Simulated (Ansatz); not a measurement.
Method: frozen-core CCSD(T)/def2-TZVPP // B3LYP-D3(BJ)/def2-TZVP (Ansatz, a first-principles code).

Ansatz 0.2 input:
```yaml
crystal:
  periodic: [false, false, false]
  atoms:
    - { symbol: C, position_ang: [1.930221, -0.482519, 0.048263] }
    - { symbol: C, position_ang: [0.770888, -0.152943, 0.042627] }
    - { symbol: Si, position_ang: [-0.971664, 0.358442, 0.043559] }
    - { symbol: Cl, position_ang: [-2.104061, -1.035534, -0.969608] }
    - { symbol: H, position_ang: [2.953093, -0.775881, 0.051722] }
    - { symbol: H, position_ang: [-1.111145, 1.652965, -0.644895] }
    - { symbol: H, position_ang: [-1.467334, 0.435471, 1.428331] }
basis:
  gaussian: { orbitals: def2-TZVPP }
correlation:
  method: ccsd_t
```

Output:

```
Functional definition: HF
1110 factors; integrals over basis functions are off by at most 7.9e-4 eV
mean field evaluation 1: about -22473.1151 eV, gradient 2.8e1 eV
mean field evaluation 2: about -22473.4067 eV, gradient 2.8e1 eV
mean field evaluation 4: about -22475.6806 eV, gradient 2.7e0 eV
mean field evaluation 8: about -22475.7115 eV, gradient 1.4e-1 eV
mean field evaluation 16: about -22475.0875 eV, gradient 1.0e1 eV
mean field -22475.71158917 eV, -825.9671663175 hartree, gradient 1.6e-6 eV, S^2 0.000000; 0 other end points of the search recorded, 0 dependent functions left out
12 core orbitals not correlated
reference -22475.71158917 eV, -825.9671663175 hartree; 11, 11 occupied and 165, 165 virtual orbitals, 1110 factors
second order -16.51513524 eV of doubles, -0.00000000 eV of singles
cycle   1  -16.96390479 eV  change   -4.5e-1 eV  update   9.6e-2
cycle   2  -17.44410088 eV  change   -4.8e-1 eV  update   2.9e-2
cycle   3  -17.54000357 eV  change   -9.6e-2 eV  update   1.3e-2
cycle   4  -17.53812997 eV  change    1.9e-3 eV  update   3.6e-3
cycle   5  -17.53993516 eV  change   -1.8e-3 eV  update   1.3e-3
cycle   6  -17.54051481 eV  change   -5.8e-4 eV  update   3.7e-4
cycle   7  -17.54061435 eV  change   -1.0e-4 eV  update   1.1e-4
cycle   8  -17.54069073 eV  change   -7.6e-5 eV  update   3.3e-5
cycle   9  -17.54070418 eV  change   -1.3e-5 eV  update   1.1e-5
perturbative correction -0.83480413 eV, -0.0306784858 hartree
Total energy: -22494.08709747 eV, -826.6424537923 hartree
```

Cost: around 80 core-seconds (rough).
